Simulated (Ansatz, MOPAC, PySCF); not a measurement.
Energy landscape of H₃ (cation, charge +1), singlet: symmetric bend, bond length relaxed. Scanned: H-H-H angle. Other coordinates (H-H bond length) were minimised at PBE0/def2-TZVP.

Levels: RKS-BP86/6-31G* = restricted BP86/6-31G*, spherical d (PySCF 2.14.0); MP2/aug-cc-pVQZ = MP2 on RHF/aug-cc-pVQZ, frozen core (Ansatz, a program for electronic structure); PM7, restricted, heats of formation (MOPAC).

Energies in kcal/mol, each method relative to its own lowest point.

```
a / °   RKS-BP86/6-31G*  MP2/aug-cc-pVQZ   PM7
------  ---------------  ---------------  ----
180                 ___             43.0   ___
171.33              ___             42.7  38.2
158.79             29.5             41.3  37.3
150.53             28.9             39.7  36.3
139.45             27.5             36.8  34.3
131.75             26.1             34.1  32.5
120.38             23.3             29.4  28.9
112.04             20.5             25.3  25.5
100.83              ___             19.1  20.0
89.97              10.9             12.7  13.8
77.94               5.1              ___   6.5
70                  1.9              2.1   2.5
60                  0.0              0.0   0.0
```

Question: Some entries are withheld; supply them.

Answer: 
- 180, RKS-BP86/6-31G*: 30.0
- 180, PM7: 38.3
- 171.33, RKS-BP86/6-31G*: 29.9
- 100.83, RKS-BP86/6-31G*: 16.0
- 77.94, MP2/aug-cc-pVQZ: 5.8
